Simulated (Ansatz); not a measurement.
The same atomization along the group F, Cl, Br, I.

Gas-phase electronic energies from Ansatz, PBE0-D4/def2-TZVP geometries. CCSD(T)/CBS adds triple-zeta CCSD(T) − MP2 to the extrapolated MP2 energy (def2 sets, frozen cores). This one scheme is used for every species, atoms too. DFT in def2-TZVPP. B3LYP here is the variant with VWN-RPA as its local correlation; programs differ in this. Open shells (•) are unrestricted, without spin–orbit coupling. Spin–orbit coupling would lower the free atoms: a little for Al, C, Cl, F; clearly for Br; strongly for I. def2 core potentials past Kr. Bonds to Br, I are less sure, by a few kJ/mol each and by 10 to 20 or more in all where they break to atoms, as the def2 sets lack core-valence functions. Scalar relativity is left out up to krypton.

| reaction | PBE0-D4 (kcal/mol) | revPBE-D4 (kcal/mol) | LDA (SPW92) (kcal/mol) | B3LYP-D4 (kcal/mol) | CCSD(T)/CBS(def2) (kcal/mol) |
| --- | --- | --- | --- | --- | --- |
| `[CH3][Al]([F])[F]` → Al• + C• + 3 H• + 2 F• | 656.5 | 652.0 | 745.5 | 659.7 | 667.5 |
| `[CH3][Al]([Cl])[Cl]` → Al• + C• + 3 H• + 2 Cl• | 586.5 | 577.6 | 653.5 | 581.0 | 588.3 |
| `[CH3][Al]([Br])[Br]` → Al• + C• + 3 H• + 2 Br• | 560.4 | 550.7 | 625.6 | 554.3 | 564.7 |
| `[CH3][Al]([I])[I]` → Al• + C• + 3 H• + 2 I• | 529.6 | 520.1 | 592.1 | 522.5 | 533.7 |

Largest T1 diagnostic: 0.018, for Al•.

For atomizations the MP2-based limit and the directly extrapolated one differ by several kJ/mol either way, and by 10 to 25 for some Ge, Se and Sn compounds, so smaller differences from it don't rank the levels.
